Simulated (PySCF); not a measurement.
# Working with the constants of PbN⁻

RHF-CCSD(T) constants of PbN⁻, singlet, closed shell (basis Pb def2-SVPD with ECP60, N def2-SVPD; scalar-relativistic core potentials; PySCF 2.14; masses 207.9766 and 14.0031 u):

| Item | Value |
| --- | --- |
| ωe | 646.4 cm⁻¹ |
| ωexe | 3.73 cm⁻¹ |
| Be | 0.31323 cm⁻¹ |
| αe | 0.00214 cm⁻¹ |
| D (centrifugal) | 2.94e-07 cm⁻¹ |
| De to Pb⁻ + N | 2.93 eV |

Problem. Give the vibrational terms G(v) and spacings up to v = 6.

Solution. G(v) = ωe(v+½) − ωexe(v+½)².

```
v  G(v) (cm⁻¹)  G(v) − G(v−1)  Bv (cm⁻¹)
0          322                    0.3122
1          961            639     0.3100
2         1593            631     0.3079
3         2217            624     0.3057
4         2833            617     0.3036
5         3442            609     0.3015
6         4044            602     0.2993
```

Problem. How well does the Morse estimate ωe²/(4ωexe) reproduce De, and what is D0?

Solution. It gives 3.47 eV, 119 % of the computed De. D0 = De − G(0) = 2.93 − 0.04 = 2.89 eV.

Correlated steps freeze 5 core orbitals. Correlated levels converge slowly with the basis: in double zeta they bind strong bonds too weakly, by up to about 1 eV, and carry superposition errors of some tenths. Spin–orbit coupling is left out, which matters for elements this heavy, above all for dissociation energies. For an ion De counts to the pair picked by the measured ionisation energies or electron affinities, which need not be the lowest pair at this level. Where the molecule has an RHF reference, its open-shell atoms are computed with UHF. The CCSD T1 diagnostic is raised, a sign that a single reference may not be enough here.
